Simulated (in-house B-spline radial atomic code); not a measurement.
A run on an ion of nuclear charge 65 with 65.2 electrons that did not converge. Method: scalar-relativistic (X2C) TPSSh, spin-polarised, spherical fractional occupations, Fermi nucleus of rms radius 5.06 fm; computed with an all-electron radial atomic-structure program (B-spline basis).

Command:
```bash
python run_scf.py task.json out
```
Settings (nuclear radius in fm, mass in u):
```
Z                65
configuration    [Xe] 4f9.2 6s2
hamiltonian      x2c
method           tpssh
spin_polarised   True
nucleus          fermi
rms_radius       5.06
atomic_mass      158.92535
speed_of_light   137.035999084
```

First and last ten iterations of the last attempt (damped for 15 steps, keeping 80 % of the old Fock matrix, then DIIS):
```
 iter        energy (Eh)    residual
    1      -11706.094312    1.36e-01
    2      -11703.273278    3.65e-01
    3      -11706.402099    1.86e-01
    4      -11707.558260    9.39e-02
    5      -11707.918951    5.01e-02
    6      -11708.019910    2.73e-02
    7      -11708.051397    1.88e-02
    8      -11708.064812    1.42e-02
    9      -11708.072342    1.09e-02
   10      -11706.242032    1.30e-01
  111      -11706.046528    1.35e-01
  112      -11708.030821    2.58e-02
  113      -11708.064321    1.43e-02
  114      -11706.245128    1.24e-01
  115      -11706.242740    1.24e-01
  116      -11706.209049    1.26e-01
  117      -11706.202079    1.27e-01
  118      -11706.200155    1.27e-01
  119      -11706.214186    1.26e-01
  120      -11705.490300    1.28e-01
 not converged after 120 iterations
```

The smallest residual met was 1.1e-02; the threshold is about 6e-07. No energy from this run should be used. The likely cause: this method binds the added charge weakly or not at all at the basis-set limit, so charge moves back and forth between the atom and the box. Run time, properties included: 7 s on 1 thread of Arm Neoverse V1, on a shared host.
